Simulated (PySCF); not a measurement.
PySCF 2.14 output of an unrestricted wB97M-V calculation on a single atom or ion in aug-cc-pVTZ-PP with ECP28MDF (6s6p5d3f2g, 88 functions), with scalar relativity through the core potential:

```
SCF conv_tol = 1e-09
number electrons alpha = 6  beta = 4
    N. Mardirossian and M. Head-Gordon.,  J. Chem. Phys. 144, 214110 (2016)
cycle= 1 E= -45.8772419619325  delta_E= -0.00287  |g|= 0.0113  |ddm|= 0.223
cycle= 2 E= -45.8773654458552  delta_E= -0.000123  |g|= 0.00366  |ddm|= 0.0391
cycle= 3 E= -45.8775004551145  delta_E= -0.000135  |g|= 0.00493  |ddm|= 0.0239
cycle= 4 E= -45.8774658501257  delta_E= 3.46e-05  |g|= 0.0045  |ddm|= 0.00423
cycle= 5 E= -45.8773049355251  delta_E= 0.000161  |g|= 0.000293  |ddm|= 0.0403
cycle= 6 E= -45.8773048648461  delta_E= 7.07e-08  |g|= 5.3e-05  |ddm|= 0.00166
cycle= 7 E= -45.8773048572776  delta_E= 7.57e-09  |g|= 1.17e-05  |ddm|= 0.000397
cycle= 8 E= -45.8773048573358  delta_E= -5.82e-11  |g|= 8.65e-07  |ddm|= 5.08e-05
converged SCF energy = -45.8773048573358  <S^2> = 2.0006794  2S+1 = 3.0004529
```

The run itself started from symmetry-adapted Hartree-Fock orbitals and held the occupation by maximum overlap, on a logarithmic radial grid, so the iterations belong to that start.

**Question.** Which element, charge and spin multiplicity is this?

**Answer.** Zr²⁺ (zirconium, charge +2), multiplicity 3; the state was [Kr] 4d1 5s1, high-spin 3D determinant (an excited configuration).

Energies and moments cover only the electrons outside the core potential.
